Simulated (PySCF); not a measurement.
Species: C3H8O2SSi.
Structure used (GFN2-xTB), in Å, numbered top down from 1:
```xyz
15
C3H8O2SSi angstrom
C      2.9375   -0.0597    0.3347
S      1.5084   -1.0079    0.9375
Si     0.0333   -0.1661   -0.3539
O      0.1269    1.4432   -0.2688
C     -1.6999   -0.7050    0.2612
C     -2.6060    0.1151   -0.5493
O     -2.6746    1.3219   -0.4863
H      2.7091    0.9986    0.3817
H      3.1617   -0.3563   -0.6842
H      3.7718   -0.2968    0.9855
H      0.2603   -0.6062   -1.7290
H     -0.6961    1.9459   -0.2852
H     -1.8854   -1.7663    0.1568
H     -1.7547   -0.4189    1.3099
H     -3.1970   -0.4336   -1.3059
```

Method used: TDDFT wB97X-D/def2-SVPD, vertical, gas phase, core orbitals frozen in the response in PySCF 2.14.0, density-fitted response routines.

Transition dipole moments from the ground state, in atomic units and in the frame of the coordinates above (overall signs are arbitrary), for the states with f of 0.002 or more among the lowest 8:

```
state  E (hartree)      μx      μy      μz
   S1       0.1595   0.180  -0.060   0.065
   S3       0.2108   0.029   0.086   0.130
   S4       0.2484  -0.255   0.014  -0.042
   S5       0.2508   0.085  -0.356  -0.340
   S6       0.2633  -0.887   0.476  -0.332
   S7       0.2692  -0.202   0.082  -0.109
   S8       0.2729   0.103   0.256  -0.130
```

Problem. Work out the oscillator strengths.

Solution. f = (2/3) ΔE |μ|² with ΔE in hartree (27.2114 eV).

```json
{"state": "S1", "|μ|² (au)": "0.040", "|μ| (D)": "0.51", "f": "0.004"}
{"state": "S3", "|μ|² (au)": "0.025", "|μ| (D)": "0.40", "f": "0.004"}
{"state": "S4", "|μ|² (au)": "0.067", "|μ| (D)": "0.66", "f": "0.011"}
{"state": "S5", "|μ|² (au)": "0.250", "|μ| (D)": "1.27", "f": "0.042"}
{"state": "S6", "|μ|² (au)": "1.123", "|μ| (D)": "2.69", "f": "0.197"}
{"state": "S7", "|μ|² (au)": "0.059", "|μ| (D)": "0.62", "f": "0.011"}
{"state": "S8", "|μ|² (au)": "0.093", "|μ| (D)": "0.78", "f": "0.017"}
```

Problem. Which bond between heavy atoms lies closest to the direction of the S6 transition dipole?

Solution. S2–Si3 and C5–C6, at 19° from it; next Si3–C5 at 58°.

Problem. What angle do the transition dipoles of S4 and S5 make?

Solution. |cos θ| = |μa·μb| / (|μa| |μb|) = 0.10, so θ ≈ 84° (taken between 0 and 90°, since the signs are arbitrary).

Problem. How is the summed strength of these states shared among x, y and z?

Solution. (2/3) Σ ΔE μα² gives 0.163 for x, 0.076 for y and 0.047 for z, 0.285 in all.

Problem. What peak molar absorption coefficient would the strongest computed level give as a lone Gaussian band 0.4 eV wide at half height?

Solution. ε(max) = 2.175×10⁸ f / FWHM, with the width in cm⁻¹. S6: 2.175×10⁸ × 0.1972 / 3226 ≈ 13000 L mol⁻¹ cm⁻¹.

One conformer stands for the species.
